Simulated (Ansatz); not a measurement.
In(NH2)3 (InN₃H₆), relaxed as a singlet with RKS PBE-D4/def2-SVP in Ansatz, starting from the GFN2-xTB geometry. Force threshold 0.02 eV/Å.

In the def2 sets In takes a core potential; there is no spin–orbit coupling.

Start:

```tsv
atom	x (Å)	y (Å)	z (Å)
In1	-0.027	0.029	-0.038
N2	-1.759	-0.047	1.056
H3	-1.681	0.444	1.941
H4	-2.048	-0.997	1.268
N5	0.231	-1.304	-1.573
H6	1.207	-1.456	-1.806
H7	-0.169	-2.214	-1.365
N8	1.077	1.756	-0.025
H9	1.142	2.175	0.897
H10	2.027	1.613	-0.354
```

| step | energy (eV) | largest force component (eV/Å) | SCF passes |
| --- | --- | --- | --- |
| 1 | -9732.7752 | 0.538 | 26 |
| 2 | -9732.8065 | 0.148 | 30 |
| 3 | -9732.8101 | 0.050 | 30 |
| 4 | -9732.8107 | 0.019 | 29 |

Force components are those of the run's own axes.

End:

```csv
atom,x (Å),y (Å),z (Å)
In1,-0.014,0.012,-0.017
N2,-1.780,-0.041,1.066
H3,-1.712,0.450,1.968
H4,-2.088,-0.998,1.284
N5,0.225,-1.319,-1.587
H6,1.210,-1.451,-1.854
H7,-0.143,-2.256,-1.376
N8,1.088,1.768,-0.029
H9,1.159,2.203,0.900
H10,2.054,1.632,-0.356
```

By distances, no bond broke or formed. The bond that changes most is In1–N5, from 2.05 to 2.07 Å (atoms count from 1).

No frequencies were taken in this run, so the end may be a saddle point.

Run time 4.2 s (4 threads of Arm Neoverse V2 on a shared host).
